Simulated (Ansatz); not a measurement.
Cost and result for the atomization energy of `[NH2][Ga]([SH])[SiH2]F` (10 atoms, 9 bonds).

```xyz
10

N     1.883    0.000    0.148
Ga    0.176    0.248   -0.407
S    -0.129    1.347   -2.302
Si   -1.692   -0.583    0.857
F    -1.138   -1.306    2.185
H     2.701    0.325   -0.337
H     2.113   -0.486    0.998
H     1.181    1.538   -2.530
H    -2.610    0.504    1.289
H    -2.485   -1.586    0.098
```

Charge 0, multiplicity 1. Correlated methods include outer-core shells of Ga, which these sets cover unevenly. Scalar relativity is left out up to krypton. Geometry: relaxed with PBE0-D4/def2-TZVP. It is one conformer, not always the lowest. Program: Ansatz. All runs use 4 threads of a server CPU on a shared host. Times are those of one run each, without the atoms' runs, and a repeat can differ threefold. Electronic energies, without spin–orbit coupling; frozen cores. CCSD(T)/CBS adds CCSD(T) − MP2 in def2-TZVPP to the MP2 limit, and its time is that of the two runs behind it. T1 = 0.013. With those shells the extrapolation isn't a true limit. B3LYP takes the VWN-RPA correlation (the form of Gaussian; ORCA's B3LYP/G). HSE06 is the plane-wave form, built on full-range PBE exchange.

CCSD(T)/CBS is a level of theory with its own doubt, some kJ/mol a heavy atom from the limit and from the frozen cores, so smaller differences don't rank the functionals.

| level | functions | wall time |
| --- | --- | --- |
| PBE-D4/def2-TZVPP (with forces) | 264 | 1.4 s |
| HSE06-D4/def2-TZVPP | 264 | 2.2 s |
| B3LYP-D4/def2-TZVPP (with forces) | 264 | 2.9 s |
| r2SCANh-D4/def2-TZVPP | 264 | 2.9 s |
| B2PLYP/def2-TZVPP | 264 | 3 s |
| PBE-QIDH/def2-TZVPP | 264 | 3.1 s |
| B97M-V/def2-TZVPP | 264 | 4.1 s |
| ωB97X-V/def2-TZVPP | 264 | 4.1 s |
| CCSD(T)/def2-SVP | 121 | 4.2 s |
| ωB97M-V/def2-TZVPP (with forces) | 264 | 6 s |
| MP2/def2-QZVPP | 493 | 12 s |
| CCSD(T)/def2-TZVPP | 264 | 91 s |
| CCSD(T)/CBS(def2) | – | 100 s |

Task: What atomization energy does each give, and how far from CCSD(T)/CBS? (Best estimate.)

Result: Ansatz gave: 
| level | atomization (kcal/mol) | difference from CCSD(T)/CBS | per bond |
| --- | --- | --- | --- |
| PBE-D4/def2-TZVPP (with forces) | 762.9 | 1.2 | 0.1 |
| HSE06-D4/def2-TZVPP | 750.0 | -11.7 | -1.3 |
| B3LYP-D4/def2-TZVPP (with forces) | 752.4 | -9.3 | -1.0 |
| r2SCANh-D4/def2-TZVPP | 751.7 | -10.0 | -1.1 |
| B2PLYP/def2-TZVPP | 745.5 | -16.2 | -1.8 |
| PBE-QIDH/def2-TZVPP | 747.9 | -13.8 | -1.5 |
| B97M-V/def2-TZVPP | 759.4 | -2.3 | -0.2 |
| ωB97X-V/def2-TZVPP | 763.5 | 1.8 | 0.2 |
| CCSD(T)/def2-SVP | 694.1 | -67.6 | -7.5 |
| ωB97M-V/def2-TZVPP (with forces) | 757.8 | -3.9 | -0.4 |
| MP2/def2-QZVPP | 763.5 | 1.8 | 0.2 |
| CCSD(T)/def2-TZVPP | 737.9 | -23.8 | -2.6 |
| CCSD(T)/CBS(def2) | 761.7 | 0.0 | 0.0 |

In def2-TZVPP, CCSD(T) changes the Hartree–Fock value by +205.4 kcal/mol (the triples alone add +12.0 kcal/mol) and MP2 by +216.8 kcal/mol; breaking electron pairs costs correlation energy, which Hartree–Fock lacks. From BLYP to BHLYP (50 % exact exchange), in def2-TZVPP and without D4, the atomization energy moves by −14.6 kcal/mol: exact exchange takes away binding that semilocal exchange gives to molecules. At CCSD(T), def2-SVP lies −67.5 kcal/mol from the extrapolated value and def2-TZVPP −23.8 kcal/mol: correlation converges slowly with the basis, and small sets miss more of it in the bonded molecule than in its fragments.
